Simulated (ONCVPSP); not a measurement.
**tantalum, ONCV: configuration errors across variants**

* Element: tantalum (Ta)
* Generator: ONCVPSP 4.0.1
* Type: optimised norm-conserving Vanderbilt (ONCV)
* Functional: LDA (Perdew-Zunger)
* Relativity: scalar-relativistic
* Frozen core: [Kr] 4d10 4f14
* Valence charge: 13
* Reference configuration: 5s2 5p6 5d3 6s0.5 (charge +1.5)
* Partial waves: 5s+6s: rc 1.90 bohr, ncon 4, nbas 7, qcut 7.9 1/bohr, 2 projectors; 5p: rc 1.40 bohr, ncon 4, nbas 7, qcut 5.6 1/bohr, 2 projectors, debl 2 Ha; 5d: rc 2.60 bohr, ncon 5, nbas 9, qcut 5.3 1/bohr, 1 projector; f scattering state at 0.02 Ha: rc 2.30 bohr, ncon 3, nbas 7, qcut 5.6 1/bohr, 1 projector
* Local potential: polynomial inside 1.25 bohr (lpopt 5, dvloc0 0 Ha)
* Core correction: Teter function, fcfact 5, rcfact 1.1

All-electron excitation energies from the reference (eV): (1) 5s2 5p6 5d3 6s2 -15.497; (2) 5s2 5p6 5d3 6s1 -6.796; (3) 5s2 5p6 5d3 6s0 8.513; (4) 5s2 5p5 5d3 6s2 29.692.

A true bound ghost makes a file unfit for plane-wave use even where its test errors are small: the radial tests pick states by their node count and pass the ghost by.

Errors AE − PS in meV (a dash: test not solved or not reliable):

| change | (1) | (2) | (3) | (4) | bound ghosts | GHOST(+) flags above zero |
| --- | --- | --- | --- | --- | --- | --- |
| base | +7.3 | +2.5 | -2.1 | -116 | none | s |
| all radii but the core radius scaled by about 0.79 (s 1.50, p 1.10, d 2.04, f 1.80 bohr); local potential polynomial inside 0.98 bohr (lpopt 5, dvloc0 0 Ha) | +8.6 | +2.7 | -1.6 | -97 | s | p |
| all radii but the core radius scaled by about 0.87 (s 1.66, p 1.22, d 2.26, f 2.00 bohr); local potential polynomial inside 1.10 bohr (lpopt 5, dvloc0 0 Ha) | +8.2 | +2.6 | -1.9 | -101 | none | s |
| all radii but the core radius scaled by about 0.95 (s 1.80, p 1.32, d 2.46, f 2.18 bohr); local potential polynomial inside 1.18 bohr (lpopt 5, dvloc0 0 Ha) | +7.7 | +2.6 | -2.0 | -107 | none | s |
| all radii but the core radius scaled by about 1.05 (s 2.00, p 1.48, d 2.74, f 2.42 bohr); local potential polynomial inside 1.32 bohr (lpopt 5, dvloc0 0 Ha) | +7.0 | +2.4 | -2.3 | -127 | none | s |
| all radii but the core radius scaled by about 1.20 (s 2.28, p 1.68, d 3.14, f 2.78 bohr); local potential polynomial inside 1.50 bohr (lpopt 5, dvloc0 0 Ha) | +4.6 | +1.9 | -3.2 | -167 | none | none |
| all radii but the core radius scaled by about 1.32 (s 2.52, p 1.86, d 3.44, f 3.04 bohr); local potential polynomial inside 1.66 bohr (lpopt 5, dvloc0 0 Ha) | +1.0 | +1.2 | -4.3 | -209 | none | d |

(1) Give the same row for: all radii but the core radius scaled by about 1.15 (s 2.18, p 1.60, d 2.98, f 2.64 bohr); local potential polynomial inside 1.44 bohr (lpopt 5, dvloc0 0 Ha).

## Answers

(1) +5.7, +2.1, -2.8, -149; bound ghosts: none; GHOST(+) flags above zero: s.
